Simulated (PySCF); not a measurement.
**Radial density of Cu²⁺ (copper, charge +2)**

r2SCAN, [Ar] 3d9, 2D determinant. Computed with PySCF 2.14 in cc-pVTZ-DK (7s6p4d2f1g, 68 functions), with scalar relativity by spin-free X2C-1e.

```csv
r (bohr),4πr²ρ (e/bohr),4πr²(ρα − ρβ)
0.000925,0.2727,0.0000
0.00156,0.6809,0.0000
0.00262,1.663,0.0000
0.00440,3.920,0.0000
0.00740,8.698,0.0001
0.0125,17.35,0.0002
0.0209,28.78,0.0003
0.0352,35.36,0.0006
0.0593,30.20,0.0024
0.0997,30.29,0.0155
0.168,40.24,0.0985
0.282,23.63,0.4475
0.474,20.13,1.0408
0.798,18.34,0.9596
1.34,4.633,0.3276
2.26,0.4857,0.0346
3.80,0.01334,0.0003
6.39,1.245e-05,0.0000
```

Densities and radii are taken from the X2C orbitals without a picture-change correction, which distorts them close to the nucleus.
